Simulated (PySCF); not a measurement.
A calculated (r2SCAN, PySCF 2.14, aug-cc-pVTZ-DK, the spin-free X2C one-electron Hamiltonian (Gaussian nucleus)) atom or ion has these occupied shells.

```json
{"shell": "1s α", "electrons": "1", "orbital energy (eV)": "-9574.2", "rms radius, mean of both spins (bohr)": "0.0580"}
{"shell": "1s β", "electrons": "1", "orbital energy (eV)": "-9574.2", "rms radius, mean of both spins (bohr)": "0.0580"}
{"shell": "2s α", "electrons": "1", "orbital energy (eV)": "-1198.7", "rms radius, mean of both spins (bohr)": "0.245"}
{"shell": "2s β", "electrons": "1", "orbital energy (eV)": "-1197.8", "rms radius, mean of both spins (bohr)": "0.245"}
{"shell": "2p α", "electrons": "3", "orbital energy (eV)": "-1041.2", "rms radius, mean of both spins (bohr)": "0.219"}
{"shell": "2p β", "electrons": "3", "orbital energy (eV)": "-1040.5", "rms radius, mean of both spins (bohr)": "0.219"}
{"shell": "3s α", "electrons": "1", "orbital energy (eV)": "-163.22", "rms radius, mean of both spins (bohr)": "0.727"}
{"shell": "3s β", "electrons": "1", "orbital energy (eV)": "-161.17", "rms radius, mean of both spins (bohr)": "0.727"}
{"shell": "3p α", "electrons": "3", "orbital energy (eV)": "-115.61", "rms radius, mean of both spins (bohr)": "0.767"}
{"shell": "3p β", "electrons": "3", "orbital energy (eV)": "-113.64", "rms radius, mean of both spins (bohr)": "0.767"}
{"shell": "3d α", "electrons": "5", "orbital energy (eV)": "-39.167", "rms radius, mean of both spins (bohr)": "0.941"}
{"shell": "3d β", "electrons": "4", "orbital energy (eV)": "-37.630", "rms radius, mean of both spins (bohr)": "0.941"}
{"shell": "4s α", "electrons": "1", "orbital energy (eV)": "-26.382", "rms radius, mean of both spins (bohr)": "2.27"}
```

(1) Name the element and its charge.

Results:

(1) Zn²⁺ (zinc, charge +2), in [Ar] 3d9 4s1, high-spin 3D determinant (an excited configuration).
